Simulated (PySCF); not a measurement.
F4H2OTi, multiplicity 1. Atoms are numbered in the order given.

```xyz
8

Ti    -0.2391     0.0096     0.0000
F      0.1745    -0.7818     1.5091
F      0.1745    -0.7818    -1.5091
F     -0.1649     1.7400     0.0000
F     -1.9504    -0.2500     0.0000
O      2.0475     0.1387     0.0000
H      2.3884    -0.3291    -0.7733
H      2.3884    -0.3291     0.7733
```
Charge 0, spin multiplicity 1.

Coordinates come from a PBE0-D3(BJ)/def2-SVP optimisation. The spin state was assumed, not searched.

All values below come from B3LYP/pcSseg-1 (PySCF).

GIAO shieldings, no solvent; atoms listed in one row are averaged. δ = σ(ref) − σ: ¹⁹F against CFCl3 (σ = 161.7 ppm); ¹⁷O against H2O (σ = 333.8 ppm); ¹H against TMS (σ = 31.68 ppm), references at their B3LYP-D3(BJ)/def2-TZVP geometries, non-relativistic.

Computed chemical shifts:
```json
[
 {"nucleus": "¹⁹F", "atoms": "F5", "count": "1", "δ (ppm)": "368.0"},
 {"nucleus": "¹⁹F", "atoms": "F4", "count": "1", "δ (ppm)": "365.0"},
 {"nucleus": "¹⁹F", "atoms": "F3, F2", "count": "2", "δ (ppm)": "305.9"},
 {"nucleus": "¹⁷O", "atoms": "O6", "count": "1", "δ (ppm)": "45.2"},
 {"nucleus": "¹H", "atoms": "H7, H8", "count": "2", "δ (ppm)": "2.80"}
]
```
